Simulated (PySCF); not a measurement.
SnH2Me(SiH3), CH₈SiSn.
Bonds: Sn1–C4, Sn1–Si8. Hydrogens: H2, H3 on Sn1; H5, H6, H7 on C4; H9, H10, H11 on Si8.

Computed with PBE0-D3(BJ)/def2-SVP geometry optimisation, gas phase, def2 core potentials past Kr in PySCF.

Question: List the bond lengths and angles at this level.

Answer: 
```
                    bond  length (Å)
          Sn1–H2, Sn1–H3       1.720
                  Sn1–C4       2.156
                 Sn1–Si8       2.571
     C4–H5, C4–H6, C4–H7       1.099
Si8–H9, Si8–H10, Si8–H11       1.496
```

Bonds in one row agree within 0.01 Å and their mean is given. A selection of angles:
```
      angle  degrees
  H2–Sn1–H3    107.9
  H2–Sn1–C4    109.0
 H2–Sn1–Si8    109.6
 C4–Sn1–Si8    111.2
  Sn1–C4–H5    109.7
   H5–C4–H6    108.9
 Sn1–Si8–H9    110.3
Sn1–Si8–H10    110.9
 H9–Si8–H10    108.4
```

Si8 (silicon bonded to Sn and 3 H) is tetrahedral (angles from 108.2° to 110.9°). Sn1 (tin bonded to C, Si and 2 H) is tetrahedral (angles from 107.9° to 111.2°).

Point group: near Cs, missed by 0.14 Å at most; the miss may be what the optimiser left on a soft mode. PBE0-D3(BJ)/def2-SVP frequencies: not computed here.
